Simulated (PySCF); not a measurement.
Ligands exchanged one at a time, Ga F-CH3. All species are isolated molecules in the gas phase. Strings in code marks are SMILES.

The LUMO from two functionals at the same geometries (B3LYP-D3(BJ)/def2-TZVP), both in PySCF: PBE-D3(BJ)/def2-TZVP and B3LYP-D3(BJ)/def2-TZVP. B3LYP has the VWN-RPA correlation part, as in Gaussian. 

| species | PBE-D3(BJ)/def2-TZVP (eV) | B3LYP-D3(BJ)/def2-TZVP (eV) |
|---|---|---|
| 0 of 3 F replaced by CH3 (`[F][Ga]([F])[F]`) | -3.46 | -2.88 |
| 1 of 3 F replaced by CH3 (`[F][Ga]([F])[CH3]`) | -1.78 | -1.23 |
| 2 of 3 F replaced by CH3 | -1.45 | -0.96 |
| 3 of 3 F replaced by CH3 (`[Ga]([CH3])([CH3])[CH3]`) | -1.35 | -0.83 |

Over these rows, drawn at random from the members with no instability flagged (it was tested for open shells, ions and some series alone), PBE minus B3LYP-D3(BJ): mean -0.54 eV, from -0.58 eV to -0.50 eV.
